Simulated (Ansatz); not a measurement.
System: CdH (charge 0, doublet). SMILES: [CdH]
Geometry: optimised at B3LYP-D3(BJ)/def2-TZVP (Ansatz, a first-principles code).

Wanted: vertical ionisation energy to the singlet, in eV. Set-up: six Cartesian d functions in 6-31G* and its kin unless marked 5d; LANL2DZ with its own core potentials from Na on; UHF or UKS for open shells; STO-3G and 3-21G all-electron and non-relativistic; each state is the SCF solution reached for its charge and spin; def2 sets with scalar-relativistic core potentials past Kr; frozen cores in correlated levels (noble-gas shells and the d and f shells of earlier blocks); no spin-orbit coupling. Ab initio and DFT rows: single points at B3LYP-D3(BJ) geometries (Ansatz).

```
level                              program  vertical ionisation energy to the singlet (eV)
---------------------------------  -------  ----------------------------------------------
HF/6-31G* with LANL2DZ past Ar      Ansatz                                            7.34
PBE/6-31G* with LANL2DZ past Ar     Ansatz                                            7.39
B3LYP/STO-3G                        Ansatz                                            4.30
B3LYP/3-21G                         Ansatz                                            7.34
B3LYP/6-31G* with LANL2DZ past Ar   Ansatz                                            7.59
MP2/6-31G* with LANL2DZ past Ar     Ansatz                                            7.44
PBE/def2-TZVPD                      Ansatz                                            7.71
B3LYP/def2-TZVPD                    Ansatz                                            7.83
wB97M-V/def2-TZVPD                  Ansatz                                            7.57
```

No value to compare with is used here. The 6 habitual levels span 4.30 (B3LYP/STO-3G) to 7.59 eV (B3LYP/6-31G* with LANL2DZ past Ar); wB97M-V/def2-TZVPD gives 7.57.

The levels are drawn from those run, B3LYP/6-31G* more often than the rest, none by its result; left out are runs that failed, that the program found above a lower state of the same kind, or whose <S^2> lies over 0.5 above the pure value.
